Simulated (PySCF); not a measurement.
GeH4Se. Atoms are numbered in the order given.

```xyz
6

Ge    -0.0020    -1.1699     0.0000
Se     0.0423     1.2086     0.0000
H     -0.7118    -1.6932    -1.2587
H      1.4742    -1.5892     0.0000
H     -0.7118    -1.6932     1.2587
H     -1.4255     1.3186     0.0000
```
Charge 0, spin multiplicity 1.

The structure is a stationary point at B3LYP-D3(BJ)/def2-TZVP.

Computed with PySCF with B3LYP-D3(BJ)/def2-TZVP.

Frequencies are harmonic and unscaled.

| mode | ν (cm⁻¹) | IR (km/mol) | Raman (Å⁴/amu) | depolarisation | moving atoms (share of kinetic energy) |
|---|---|---|---|---|---|
| 1 | 142 | 3.9 | 3.1 | 0.75 | H 99 % |
| 2 | 280 | 10.8 | 11.3 | 0.21 | Ge 50 %, Se 48 % |
| 3 | 475 | 13.3 | 1.9 | 0.30 | H 98 % |
| 4 | 539 | 9.4 | 4.7 | 0.75 | H 96 % |
| 5 | 706 | 10.9 | 4.2 | 0.75 | H 95 % |
| 6 | 821 | 244.8 | 7.9 | 0.36 | H 98 % |
| 7 | 869 | 41.1 | 18.8 | 0.75 | H 99 % |
| 8 | 883 | 42.6 | 21.2 | 0.74 | H 99 % |
| 9 | 2134 | 78.6 | 308.4 | 0.02 | H 100 % |
| 10 | 2140 | 113.4 | 120.6 | 0.75 | H 98 % |
| 11 | 2158 | 93.2 | 126.3 | 0.51 | H 98 % |
| 12 | 2402 | 10.2 | 128.7 | 0.27 | H 99 % |
